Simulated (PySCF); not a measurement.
All values below come from B3LYP-D3(BJ)/def2-TZVP in PySCF. Isolated molecules, 0 K electronic values unless said otherwise. B3LYP has the VWN-RPA correlation part, as in Gaussian. 

Reference species (SMILES): `F[CH]F` (neutral, multiplicity 2).

- highest occupied spin orbital = -6.66 eV
- dipole moment = 1.37 D

Changed species: `[Br]` (radical fragment; the reference has radical fragment).

Question: Give the shifts of the highest occupied spin orbital and dipole moment.

Answer: the highest occupied spin orbital falls by 1.85 eV, to -8.51 eV; the dipole moment drops by 1.37 D, to 0.00 D.
